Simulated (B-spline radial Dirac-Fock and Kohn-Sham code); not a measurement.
**Auger decay of the N1 hole in Pm³⁺**

System: promethium as Pm³⁺ in the configuration [Xe] 4f4, inside a Watson sphere of charge -3 and radius 1.6 Å (a model of the Madelung potential; inside it an electron's potential energy is raised by 27.0 eV).

Input of the calculation (task.json; shells as n, l, electrons):

```json
{"items": [{
  "Z": 61,
  "q": 3,
  "cfg": [[1, 0, 2], [2, 0, 2], [2, 1, 6], [3, 0, 2], [3, 1, 6], [3, 2, 10], [4, 0, 2], [4, 1, 6], [4, 2, 10], [4, 3, 4], [5, 0, 2], [5, 1, 6]],
  "A": 145,
  "rrms": 4.962,
  "watson": [-3, 1.6],
  "do": ["binding", "quiet", "decay"],
  "holes": ["K", "L1", "L2", "L3", "M1", "M2", "M3", "M4", "M5", "N1", "N2", "N3", "N4", "N5"]
}]}
```

Launch: `python xray_run.py task.json out`

The computed values come from a B-spline atomic structure program: one-electron (LDA, Dirac) transition rates at Dirac-Fock energies. Kinetic energies are configuration averages from the vacuum level; the two-hole energies are estimated from single-hole states.

```tsv
transition	kinetic energy (eV)	width (meV)	share (%)
N1-N2O1	1.44	550	6.0
N1-N2O2	24.80	480	5.3
N1-N3O1	26.20	933	10.2
N1-N2O3	28.58	1010	11.1
N1-N2N7	37.05	176	1.9
N1-N3O2	49.16	920	10.1
N1-N4N5	50.56	280	3.1
N1-N3O3	53.49	1280	14.1
N1-N5N5	55.26	144	1.6
N1-N3N6	61.56	657	7.2
N1-N3N7	62.31	801	8.8
N1-N4O1	142.8	247	2.7
N1-N5O1	147.2	360	4.0
N1-N4O3	170.0	156	1.7
N1-N5O2	170.2	145	1.6
N1-N5O3	174.4	155	1.7
```

Coster-Kronig rates are the weakest part of this model and often come out 1.5 to 2.5 times too large. Channels within a few eV of threshold rest on estimated energies and may be closed in reality. The listed channels hold 91 % of the non-radiative rate. Summed by principal shells, of 9.10 eV in all: NNO 71.6 %, NNN 27.4 %, NOO 1.0 %.
